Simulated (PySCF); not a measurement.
# `CB(C)C(F)=C=C=C=CF`, C7H7BF2

Geometry (Å), atoms numbered from 1 in this order:
```xyz
17

C    -1.086    1.496   -0.264
B    -1.604    0.032   -0.067
C    -3.127   -0.320    0.006
C    -0.573   -1.145    0.074
F    -1.065   -2.393    0.157
C     0.745   -0.969    0.122
C     1.992   -0.689    0.163
C     3.242   -0.406    0.206
C     4.526   -0.116    0.189
F     5.222    0.164    1.284
H    -0.062    1.679    0.095
H    -1.076    1.678   -1.356
H    -1.770    2.247    0.160
H    -3.390   -0.287    1.083
H    -3.774    0.417   -0.493
H    -3.371   -1.337   -0.334
H     5.130   -0.080   -0.724
```

Level of theory: PySCF, TDDFT CAM-B3LYP/aug-cc-pVDZ circular dichroism and optical rotation, one conformer, gas phase. Geometry: PBE0-D3(BJ)/def2-SVP.

No stereocentre is labelled: unless the shape is locked (an allene, a helicene, a hindered biaryl), the mirror image is equally populated and a measured rotation or CD is zero.

**Question.** List the lowest 12 singlet excitations with oscillator and rotatory strengths.

**Answer.** Rotatory strengths R in 10⁻⁴⁰ esu² cm², velocity form and length form (origin at the centre of mass); f in length form.
```tsv
state	E (eV)	λ (nm)	f	R (velocity)	R (length)	main
1	3.16	392	0.0001	+1.9	+1.9	HOMO→LUMO 0.92
2	3.95	314	0.0006	-6.5	-6.2	HOMO−1→LUMO+1 0.92
3	4.39	283	0.193	+10.1	+10.2	HOMO−1→LUMO 0.76, HOMO→LUMO+1 0.17
4	5.46	227	1.449	-11.4	-11.8	HOMO→LUMO+1 0.65, HOMO−1→LUMO 0.15
5	5.65	220	0.0005	+6.1	+6.5	HOMO−2→LUMO 0.49, HOMO−3→LUMO 0.35
6	5.70	217	0.0009	+14.1	+14.1	HOMO−3→LUMO 0.50, HOMO−2→LUMO 0.39
7	6.21	200	0.008	-0.2	-0.6	HOMO→LUMO+2 0.29, HOMO−5→LUMO 0.28
8	6.39	194	0.0004	+3.1	+3.2	HOMO−5→LUMO 0.39, HOMO→LUMO+2 0.28
9	6.43	193	0.004	+1.6	+1.8	HOMO−1→LUMO+2 0.68, HOMO−1→LUMO+6 0.14
10	6.81	182	0.002	+3.0	+3.0	HOMO−4→LUMO+1 0.25, HOMO→LUMO+7 0.20
11	6.85	181	0.011	-1.1	-1.3	HOMO−4→LUMO+1 0.46, HOMO→LUMO+3 0.10
12	7.00	177	0.009	-14.4	-14.5	HOMO→LUMO+3 0.33, HOMO→LUMO+7 0.27
```

Among the states computed, the strongest CD band (largest |R|) is state 12. The largest dissymmetry factor in size, g = 4R/(D+G), with D and G the electric and magnetic dipole strengths, is +0.15 for state 6 (velocity form, f = 0.0008), among bands with |R| over 0.5. The mirror image has the same energies and oscillator strengths and all R with the opposite sign.
